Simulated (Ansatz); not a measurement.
The cluster SnSe₄, relaxed as a singlet with RKS PBE-D4/def2-SVP in Ansatz, starting from the GFN1-xTB geometry. Force threshold 0.02 eV/Å.

In the def2 sets Sn takes a core potential; there is no spin–orbit coupling. The structure comes from a short search, and lower isomers may exist.

Start:

```xyz
5

Sn    1.6579   -0.2065   -0.5189
Se   -0.4765   -0.2639   -2.0372
Se   -0.1791   -0.5362    1.4821
Se    0.8380    1.5487    1.2402
Se   -1.8402   -0.5421   -0.1662
```

(1) Estimate the energy that the relaxation releases and the steps that it takes.

(2) Does the start keep its bonding?

(3) Predict the relaxed structure.

## Answers

(1) 3.7 kcal/mol, in 5 steps; 8.5 s on 4 threads of Arm Neoverse V2 on a shared host. No frequencies were taken in this run, so the end may be a saddle point.

(2) By distances, no bond broke or formed. The bond that changes most is Sn1–Se3, from 2.74 to 2.87 Å (atoms count from 1).

(3) 
```
atom    x (Å)    y (Å)    z (Å)
 Sn1   1.7428  -0.1745  -0.5624
 Se2  -0.5076  -0.3189  -2.0812
 Se3  -0.2012  -0.5323   1.5235
 Se4   0.8726   1.5649   1.3097
 Se5  -1.9067  -0.5393  -0.1896
```
Bond lengths: 3 × Se–Sn 2.70 to 2.87 Å; 3 × Se–Se 2.36 to 2.42 Å.
